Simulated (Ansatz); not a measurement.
An input meant for the cluster BaO₂⁻ (charge -1, doublet; with a point charge).

```yaml
crystal:
  periodic: [false, false, false]
  atoms:
    - {symbol: Ba, position_ang: [-0.143406, 0.199895, 0.003415]}
    - {symbol: O, position_ang: [1.819510, 1.204648, 0.222858]}
    - {symbol: O, position_ang: [1.819510, 1.154648, -0.077142]}
basis:
  gaussian: {orbitals: def2-TZVP, fitting: {mean_field: def2-universal-jkfit}, point_charges: [{charge: -1.00, position_ang: [5.060, -0.690, 0.788]}]}
total_charge: -1
magnetization: {spin_polarized: true, initial_magnetization: 1}
hamiltonian: {xc: {name: BHLYP}, dispersion: d3bjatm}
scf: {omitted_lower_state_checks: [starts]}
```

```sh
$ ansatz run in.yaml --threads 4 --pin off --events-out ev --progress --plain --max-ram 3916MiB
```

Output, abridged:

```
Functional definition: BHLYP
284 factors; integrals over basis functions are off by at most 8.4e-1 eV
mean field evaluation 1: about -3994.2787 eV, gradient 8.3e1 eV
mean field evaluation 2: about -3841.0419 eV, gradient 2.3e2 eV
mean field evaluation 4: about -4059.3673 eV, gradient 5.1e1 eV
mean field evaluation 8: about -4080.9892 eV, gradient 7.8e-1 eV
mean field evaluation 16: about -4081.0454 eV, gradient 2.1e-2 eV
mean field evaluation 32: about -4081.0456 eV, gradient 8.2e-5 eV
mean field -4081.04556689 eV, -149.9756583510 hartree, gradient 1.4e-5 eV, S^2 0.834869; 0 other end points of the search recorded, 0 dependent functions left out
reference -4081.04567226 eV, -149.9756622235 hartree; 14, 13 occupied and 88, 89 virtual orbitals, 284 factors
Total energy: -4081.11303358 eV, -149.9781377064 hartree
Checks for a lower state left out: starts
```

In this input one atom was put on top of another. The run converged. The result belongs to that input, not to the species as meant.

In the def2 sets Ba takes a core potential; there is no spin–orbit coupling. The highest occupied level of an anion often lies above zero with these methods, and sets without diffuse functions describe the outer electron poorly.
